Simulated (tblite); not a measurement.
C₃H₁₀F₂OSi₂.
SMILES with atom numbers: `[CH3:1][SiH2:2][O:3][Si@H:4]([CH3:5])[CH:6]([F:7])[F:8]` (hydrogens: H9, H10, H11 on C1; H12, H13 on Si2; H14 on Si4; H15, H16, H17 on C5; H18 on C6)

The geometry is computed with GFN2-xTB (gas phase).

(1) Give the optimised bond lengths and angles.

Answers

(1) 
```csv
bond,length (Å)
C1–Si2,1.894
Si2–O3,1.642
O3–Si4,1.610
Si4–C5,1.891
Si4–C6,1.943
C6–F7,1.366
C6–F8,1.365
"C1–H9, C1–H10, C1–H11",1.087
Si2–H12,1.462
Si2–H13,1.463
Si4–H14,1.459
"C5–H15, C5–H16, C5–H17",1.086
C6–H18,1.100
```

Bonds in one row agree within 0.01 Å and their mean is given. A selection of angles:
```csv
angle,degrees
C1–Si2–O3,109.0
Si2–O3–Si4,159.4
O3–Si4–C5,109.9
O3–Si4–C6,106.4
C5–Si4–C6,107.6
Si4–C6–F7,110.8
Si4–C6–F8,111.5
F7–C6–F8,105.7
```

Dihedral angles: C1–Si2–O3–Si4 -52° (synclinal); Si2–O3–Si4–C5 152° (antiperiplanar); O3–Si4–C6–F7 -60° (synclinal).

The O–Si distances run from 1.610 Å (O3–Si4, drawn single) to 1.642 Å (Si2–O3, drawn single), a spread of 0.032 Å. The 3 C–Si bonds span 1.891 Å (Si4–C5, drawn single) to 1.943 Å (Si4–C6, drawn single), a spread of 0.052 Å. Si2 (oxygen-bound silicon) is distorted tetrahedral (angles from 102.4° to 113.1°). Si4 (oxygen-bound silicon) is distorted tetrahedral (angles from 106.4° to 116.0°).

Point group: C1 (no symmetry element, even within 0.4 Å). Its lowest GFN2-xTB frequency is 12 cm⁻¹, too small to tell a flat minimum from a shallow saddle. The numbers are those of one conformer.

Time: 5.1 s wall. Hardware: one thread, Intel Xeon at 2.50 GHz (x86_64), no GPU, shared host with 64 logical CPUs at a one-minute load of 63. That covers the optimisation of the geometry.
